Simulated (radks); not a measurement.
Isoelectronic series with 14 electrons, each ion in its NIST ground configuration. All-electron calculation, Dirac Kohn-Sham, BLYP, spin-unpolarised, spherical densities, point nucleus; open shells are shared between the two j in proportion to 2j + 1. Program: a radial shooting solver on a logarithmic mesh with Libxc functionals. Total energies (hartree) and mean radii <r> (bohr):

| ion | configuration | E (hartree) | 3p3/2 | 3p1/2 | 3s1/2 | 2p3/2 |
|---|---|---|---|---|---|---|
| Si | [Ne] 3s2 3p2 | -289.99995 | 2.819 | 2.809 | 2.154 | 0.5386 |
| P+ | [Ne] 3s2 3p2 | -341.72499 | 2.146 | 2.138 | 1.816 | 0.4859 |
| S2+ | [Ne] 3s2 3p2 | -397.99164 | 1.771 | 1.765 | 1.576 | 0.4426 |
| Cl3+ | [Ne] 3s2 3p2 | -458.79388 | 1.521 | 1.515 | 1.395 | 0.4064 |
| Ar4+ | [Ne] 3s2 3p2 | -524.13293 | 1.338 | 1.333 | 1.254 | 0.3757 |
| K5+ | [Ne] 3s2 3p2 | -594.01375 | 1.198 | 1.193 | 1.140 | 0.3493 |
| Ca6+ | [Ne] 3s2 3p2 | -668.44365 | 1.086 | 1.081 | 1.045 | 0.3264 |
| Sc7+ | [Ne] 3s2 3p2 | -747.43165 | 0.9936 | 0.9888 | 0.9660 | 0.3062 |
| Ti8+ | [Ne] 3s2 3p2 | -830.98810 | 0.9166 | 0.9118 | 0.8981 | 0.2885 |
| V9+ | [Ne] 3s2 3p2 | -919.12449 | 0.8511 | 0.8463 | 0.8394 | 0.2726 |
| Cr10+ | [Ne] 3s2 3p2 | -1011.85335 | 0.7946 | 0.7898 | 0.7880 | 0.2585 |
| Mn11+ | [Ne] 3s2 3p2 | -1109.18815 | 0.7454 | 0.7405 | 0.7426 | 0.2457 |
| Fe12+ | [Ne] 3s2 3p2 | -1211.14327 | 0.7020 | 0.6970 | 0.7022 | 0.2341 |
| Co13+ | [Ne] 3s2 3p2 | -1317.73395 | 0.6635 | 0.6584 | 0.6660 | 0.2235 |
| Ni14+ | [Ne] 3s2 3p2 | -1428.97632 | 0.6291 | 0.6239 | 0.6333 | 0.2139 |
| Cu15+ | [Ne] 3s2 3p2 | -1544.88735 | 0.5981 | 0.5929 | 0.6037 | 0.2050 |
